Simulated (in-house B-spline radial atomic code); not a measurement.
A fraction x of an electron is removed from 3d in Ti²⁺, starting from [Ar] 3d2 and keeping the highest spin. Computed with an all-electron radial atomic-structure program (B-spline basis): non-relativistic TPSS, spin-polarised, spherical fractional occupations, point nucleus.

```csv
x,E(x) - E(0) (eV),3d up level (eV)
0,0.0000,-20.326
0.04,0.8238,-20.867
0.17,3.6525,-22.660
0.3,6.7174,-24.500
0.48,11.3622,-27.123
0.5,11.9076,-27.420
0.52,12.4590,-27.717
0.63,15.5986,-29.373
0.86,22.7608,-32.928
0.98,26.8261,-34.832
1,27.5260,-35.153
```

The exact functional would give a straight line between the two integer points. Deviations E(x) - E(0) - x[E(1) - E(0)], in eV: -0.277 at x = 0.04, -1.027 at x = 0.17, -1.54 at x = 0.3, -1.85 at x = 0.48, -1.855 at x = 0.5, -1.855 at x = 0.52, -1.743 at x = 0.63, -0.912 at x = 0.86, -0.149 at x = 0.98.

The curve lies below the straight line by up to 1.855 eV (at x = 0.5): convex, the delocalisation error that favours fractional charges.

**Question.** How well does Slater's transition state (minus the level at half occupation) give the ionisation energy?

**Answer.** It gives 27.420 eV against 27.526 eV from the two total energies; NIST lists 27.49 eV, ground level to ground level.
